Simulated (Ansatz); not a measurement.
`FC(F)[C@H]1O[C@H]1F`. The species carries charge 0 and has multiplicity 1.

```xyz
10

F     0.922    1.755   -0.721
C     0.484    0.501   -0.988
F    -0.070    0.517   -2.223
C    -0.559    0.136    0.025
O    -0.841   -1.265    0.142
C    -0.201   -0.651    1.194
F     1.085   -1.012    1.383
H     1.335   -0.184   -0.995
H    -1.423    0.795    0.042
H    -0.731   -0.593    2.141
```

(1) List the harmonic frequencies (cm⁻¹, unscaled) at PBE0-D4/def2-TZVP in Ansatz. (Best estimate.)

(2) Is this a minimum?

(3) Give the ideal-gas thermochemistry at 298.15 K and 1 bar (rigid rotor, harmonic oscillator; point group C1, symmetry number 1).

(4) Rotational constants (cm⁻¹)?

Results:

(1) Ansatz gave: 62, 153, 227, 404, 442, 510, 595, 645, 848, 942, 1097, 1108, 1126, 1149, 1171, 1190, 1283, 1335, 1371, 1418, 1522, 3121, 3155, 3180.

(2) Yes, all 24 modes are real.

(3) Zero-point energy 167.8 kJ/mol; H(298) − E = 186.5 kJ/mol; entropy 336.7 J/(mol·K), of which translation 167.7, rotation 115.1, vibration 53.8; G(298) − E = 86.1 kJ/mol. Modes under 100 cm⁻¹ are hindered rotations or soft bends, so the harmonic entropy is rough.

(4) 0.1577, 0.06381, 0.05255.
